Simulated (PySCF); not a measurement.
Planning a shielding job on `CP1(=O)CCOCC1`.

Method: GIAO PBE0/pcSseg-1 NMR shielding, non-relativistic, gas phase (PySCF 2.14.0, density-fitted response routines). Geometry: GFN2-xTB. Work: shieldings, ring-centre shieldings, charges and field gradients, density fitting. A driver script takes a list of jobs; this job's settings line and coordinates (Å) are shown.

Command:
```bash
OMP_NUM_THREADS=1 python probes_run.py task.json out
```

Input:
```
{"job": {"kind": "nmr", "xc": "PBE0", "basis": "pcSseg-1"}, "charge": 0, "multiplicity": 1}
C      2.418398    -0.441657    -0.578771
P      0.861983    -0.058390     0.308083
O      1.030155     0.160930     1.749797
C      0.076765     1.355994    -0.566512
C     -1.359319     1.420721    -0.044291
O     -2.107981     0.272622    -0.362512
C     -1.704215    -0.876601     0.341906
C     -0.334916    -1.393586    -0.102166
H      2.850454    -1.329046    -0.120499
H      3.100263     0.392935    -0.427775
H      2.262191    -0.607772    -1.639624
H      0.083352     1.209837    -1.645813
H      0.608713     2.274630    -0.313769
H     -1.899824     2.255884    -0.498869
H     -1.333648     1.563420     1.046926
H     -2.481792    -1.621986     0.151303
H     -1.668582    -0.664776     1.421644
H     -0.074263    -2.293027     0.458200
H     -0.337538    -1.610880    -1.169556
```

Hardware: one thread, Intel Xeon Platinum 8559C (x86_64), shared host with 32 logical CPUs at a one-minute load of 5.1. PySCF's memory limit was set to 1040 MB.

How large is the basis?

198 functions for 72 electrons, with 1048 fitting functions; the fitted three-index integrals, 1048 × 198 × 199/2 numbers of 8 bytes, come to 160 MiB.

Question: Which is nearest to the wall time?
A. 28 min
B. 28 s
C. 3.7 min
D. 3.5 s

Answer: B. The run took 28 s. The SCF took 14 cycles.

Estimate the peak memory.

About 0.91 GiB. Peak memory is the resident size of the whole Python process, interpreter and libraries included.

At this speed, how long would 100 such jobs take on 32 cores, one job a core?

100/32 gives 4 rounds of 28 s, about 1.9 min of wall time and 0.78 core-hours, if the jobs don't slow each other.

The SCF part of the output:
```
coarse grid: 16048 points
cycle   1  E = -688.1201407328  dE =  1.290e+00  |g| = 1.036e+00  |ddm| = 3.905e+00
cycle   2  E = -687.5585918499  dE =  5.615e-01  |g| = 1.960e+00  |ddm| = 3.796e+00
cycle   3  E = -688.3105969636  dE = -7.520e-01  |g| = 2.698e-01  |ddm| = 3.091e+00
cycle   4  E = -688.3253312763  dE = -1.473e-02  |g| = 9.262e-02  |ddm| = 3.220e-01
cycle   5  E = -688.3267761737  dE = -1.445e-03  |g| = 2.949e-02  |ddm| = 7.986e-02
cycle   6  E = -688.3269339579  dE = -1.578e-04  |g| = 6.216e-03  |ddm| = 2.658e-02
cycle   7  E = -688.3269412150  dE = -7.257e-06  |g| = 8.435e-04  |ddm| = 5.646e-03
final grid: 149480 points
cycle   8  E = -688.3980063568  dE = -3.217e-05  |g| = 1.522e-02  |ddm| = 3.662e-02
cycle   9  E = -688.3979360492  dE =  7.031e-05  |g| = 2.463e-02  |ddm| = 3.189e-02
cycle  10  E = -688.3980507182  dE = -1.147e-04  |g| = 2.892e-03  |ddm| = 2.222e-02
cycle  11  E = -688.3980522933  dE = -1.575e-06  |g| = 3.768e-04  |ddm| = 2.770e-03
cycle  12  E = -688.3980523119  dE = -1.856e-08  |g| = 1.982e-04  |ddm| = 4.868e-04
cycle  13  E = -688.3980523195  dE = -7.622e-09  |g| = 2.479e-05  |ddm| = 2.168e-04
cycle  14  E = -688.3980523196  dE = -1.241e-10  |g| = 7.167e-06  |ddm| = 3.165e-05
converged SCF energy = -688.3980523196
```

On the final grid dE counts from the start density on that grid.

Other jobs ran on the host; a repeat could differ by tens of per cent or more.
